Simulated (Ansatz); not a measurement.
## Counterpoise correction, worked out

The pair of K⁺ (SMILES [K+], atom 1) and Br2 (SMILES BrBr, atoms 2–3), both closed shells, in one local arrangement (a lower one may exist), relaxed at PBE0-D4/def2-TZVP:

K1  (-0.226, -0.235, -2.117)
Br2  (0.897, 0.933, 0.883)
Br3  (-0.671, -0.697, 1.233)
(Å)

Program: Ansatz 0.2.0. Basis: def2-TZVPPD. Cores are frozen in the correlated methods. Filled d shells of the heavier atoms are correlated. The outer core shell of Li, Na, Mg and K is correlated. The def2 sets are not built for correlating such inner shells, so the correlated values are less sure here.

MP2 total energies in eV:

| system | geometry | basis functions | energy |
| --- | --- | --- | --- |
| pair | pair | all | -156316.94748 |
| K⁺ | as in the pair | all (partner as ghosts) | -16303.90141 |
| Br2 | as in the pair | all (partner as ghosts) | -140012.73513 |
| K⁺ | as in the pair | its own | -16303.88668 |
| Br2 | as in the pair | its own | -140012.71162 |
| K⁺ | free (PBE0-D4 minimum) | its own | -16303.88668 |
| Br2 | free (PBE0-D4 minimum) | its own | -140012.71327 |

Q: Work out the interaction energy with and without the counterpoise correction, the superposition error, and the binding energy from the relaxed fragments.

A: Without correction: -156316.94748 − (-16303.88668) − (-140012.71162) = -0.34918 eV.
With correction (each fragment in the whole basis): -156316.94748 − (-16303.90141) − (-140012.73513) = -0.31094 eV = -7.17 kcal/mol.
The superposition error is the difference, 0.03824 eV, 11 % of the uncorrected value: each fragment borrows its partner's functions.
Deformation from the free shapes: 0.00000 eV for K⁺ and 0.00165 eV for Br2.
Binding energy from relaxed fragments: -0.31094 + 0.00000 + 0.00165 = -0.30929 eV = -7.13 kcal/mol (electronic, without zero-point energy; negative means bound). For comparison, the corrected interaction energy by CCSD(T) at an estimated basis limit (MP2 extrapolated from triple and quadruple zeta, plus CCSD(T) − MP2 in triple zeta) is -0.356 eV.

T1 diagnostic: at most 0.007.

For scale, one of the runs: CCSD(T)/def2-TZVPPD, 150 basis functions, launched by `ansatz run in.yaml --threads 4 --pin off --events-out ev --progress --plain --max-ram 9574MiB`. The run took 9.5 s on 4 CPU threads of an Arm Neoverse V2 (shared host), with 0.77 GiB of host memory at its peak.
